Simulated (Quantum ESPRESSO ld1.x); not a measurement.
Results of a calculation; reference values are marked as such.
Task: Rb XXV, 13 electrons, occupied as [Ne] 3s2 3p1 (the NIST ground configuration). Level of theory: scalar-relativistic Kohn-Sham, LDA (Slater exchange, Perdew-Wang correlation), spin-polarised, spherical densities, point nucleus; open shells are filled with parallel spins first (ld1.x of Quantum ESPRESSO 7.5). Some entries of the table are withheld. Estimate them.

orbital,occ.,eigenvalue (eV),<r^2> (bohr^2)
1s up,1,-16132.3,0.002191
1s down,1,-16130.8,0.002191
2s up,1,-3077.73,0.03621
2s down,1,-3076.15,0.03617
2p up,3,-2862.61,0.02834
2p down,3,-2860.76,0.02831
3s up,1,-1169.06,0.2148
3s down,1,-1163.13,0.2152
3p up,1,-1100.78,0.2057
3p down,0,-1094.84,0.2061
3d up,0,(1),0.1647
3d down,0,(2),0.1646
4s up,0,(3),0.7536
4s down,0,(4),0.7576

Result: 
(1) 3d up eigenvalue (eV): -1008.15
(2) 3d down eigenvalue (eV): -1002.91
(3) 4s up eigenvalue (eV): -605.000
(4) 4s down eigenvalue (eV): -602.939
